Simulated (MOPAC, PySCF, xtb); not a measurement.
Scan of H2N (cation, charge +1), triplet: symmetric bend, bond length relaxed. Scanned: H-N-H angle. Other coordinates (N-H bond length) were minimised at PBE0/def2-TZVP.

Cartesian coordinates as functions of the variables (Å; names that start with a are angles):
```
N  0  0  0
H  r*sin(a/2)  0  r*cos(a/2)
H  -r*sin(a/2)  0  r*cos(a/2)
```

GFN1-xTB (xtb); UKS-B3LYP/6-31G* = unrestricted B3LYP/6-31G*, spherical d (PySCF); UHF/cc-pVTZ (PySCF); PM3, unrestricted, heats of formation (MOPAC); UKS-BP86/6-31G* = unrestricted BP86/6-31G*, spherical d (PySCF 2.14.0); CCSD(T) on UHF/cc-pVTZ, 1 core orbital frozen (PySCF).

Energies in kcal/mol, each method relative to its own lowest point.

```tsv
a / °	GFN1-xTB	UKS-B3LYP/6-31G*	UHF	PM3	UKS-BP86/6-31G*	CCSD(T)
180	0.1	0.5	1.0	0.0	0.5	0.7
170	0.1	0.4	0.8	0.0	0.4	0.5
160	0.0	0.1	0.3	0.3	0.1	0.1
150	0.1	0.0	0.0	1.0	0.0	0.0
140	0.8	0.7	0.6	2.4	0.7	0.7
130	2.3	2.9	2.7	4.9	2.8	2.8
120	5.1	7.1	7.0	8.9	6.9	6.9
110	9.6	13.8	14.0	14.8	13.4	13.4
100	16.0	23.6	24.1	23.1	22.9	22.9
90	24.9	36.9	37.9	34.4	35.7	35.7
```

The scan ran from 180.0 to 60.0; beyond the range shown the relaxed coordinates jump or full CI changes its symmetry label.
